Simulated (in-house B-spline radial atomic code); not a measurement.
Settings and results of a run for Ca VI (Ca5+) (an excited or competing configuration). Method: Dirac-Hartree-Fock, average of configuration, Fermi nucleus of rms radius 3.4776 fm. Calculated with a radial B-spline atomic code at the basis-set limit.

Command:
```bash
python run_scf.py task.json out
```
Settings (nuclear radius in fm, mass in u):
```
Z                20
configuration    [Ne] 3s1 3p3 7g1
hamiltonian      dirac
method           hf
spin_polarised   False
nucleus          fermi
rms_radius       3.4776
atomic_mass      39.96259
speed_of_light   137.035999084
```

Output (hartree, bohr):
```
 radial grid: 76 intervals, B-splines of order 8, outer radius 42.9825 bohr

 iter        energy (Eh)    residual
    1       -664.4686754    5.13e-01
    2       -667.2847829    1.15e-01
    3       -667.3700162    4.54e-02
    4       -667.3837485    1.79e-02
    5       -667.3862882    3.80e-03
    6       -667.3863940    9.48e-05
    7       -667.3863941    2.16e-06
    8       -667.3863941    1.58e-08

 total energy                     -667.386394
 kinetic                            673.29380
 electron-nucleus                 -1534.51011
 electron-electron                  193.82992

 first-order corrections (not in the total)
   Gaunt                            0.20467
   retardation                     -0.01633
   frequency dependence            -0.00028
   self-energy                      0.13530
   Uehling                         -0.00994
   Wichmann-Kroll                   0.00004
   recoil                           0.00743

 orbital      occ     eigenvalue          <r>       <r^2>       <1/r>     <1/r^3>       r_max    small
 1s1/2      2.000     -154.16222    0.0767514  0.00792301     19.7512           -      0.0503  5.11e-03
 2s1/2      2.000      -20.74492     0.359936    0.153146     4.09953           -      0.2982  8.76e-04
 2p1/2      2.000      -17.54221     0.323002    0.128684      4.0011           -      0.2449  8.44e-04
 2p3/2      4.000      -17.40172     0.325392    0.130452     3.96066     185.589      0.2468  8.37e-04
 3s1/2      1.000       -5.35731      1.04669      1.2454     1.33293           -      0.9406  2.02e-04
 3p1/2      1.000       -4.45504      1.08842     1.36354     1.24593           -      0.9641  1.83e-04
 3p3/2      2.000       -4.43529      1.09302     1.37478     1.23867     25.6196      0.9686  1.82e-04
 7g7/2      0.444       -0.36796      10.5548     125.984    0.123114  0.00724391       11.73  9.89e-06
 7g9/2      0.556       -0.36795      10.5549     125.987    0.123112  0.00724286       11.73  9.89e-06
```

Cost of the run: 1.1 s on 1 thread of Arm Neoverse V1 (shared host).

For the Dirac Hamiltonian the kinetic term is c α·p + (β - 1)c².
